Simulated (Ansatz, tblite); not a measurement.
Cost and result up the ladder for Ag₄⁻ (the lowest doublet isomer of a short search) (4 atoms). The state is a doublet with charge -1. Geometry: r2SCAN-D4/def2-SVPD.

```xyz
4

Ag   -1.137   -0.773    0.062
Ag    0.299   -0.256    2.284
Ag    1.134    0.777   -0.061
Ag   -0.296    0.253   -2.285
```

Ansatz on 4 threads of Arm Neoverse V1 on a shared host; xTB runs through tblite on one thread. Times are rough, summed over both states, and most runs start from the orbitals of an earlier one. PBE0-D4/def2-TZVPD serves as the yardstick here, not as an exact answer. The other state is a singlet.

In the def2 sets Ag takes a core potential; there is no spin–orbit coupling. The xTB rows come from tblite. The structure comes from a short search, and lower isomers may exist.

Raw xTB energies of ions are shifted by several eV, and xTB has no spin-polarisation term.

| level | functions | vertical IE (eV) | difference from PBE0-D4/def2-TZVPD (eV) | remarks |
| --- | --- | --- | --- | --- |
| r2SCAN-D4/def2-TZVPD (with forces) | 160 | 1.73 | 0.18 | HOMO above zero (-1 doublet) |
| PBE0-D4/def2-TZVPD | 160 | 1.54 | 0.00 | – |
| GFN1-xTB | 36 | 4.37 | 2.82 | – |
| GFN2-xTB | 36 | 5.92 | 4.38 | – |
| PBE-D4/def2-TZVPD | 160 | 1.74 | 0.20 | HOMO above zero (-1 doublet) |

Task: Estimate how long each takes.

Result: GFN1-xTB 0.008 s; GFN2-xTB 0.012 s; PBE-D4/def2-TZVPD 5.1 s; PBE0-D4/def2-TZVPD 9.7 s; r2SCAN-D4/def2-TZVPD (with forces) 15 s. On shared hardware such times vary by a factor of up to 3.
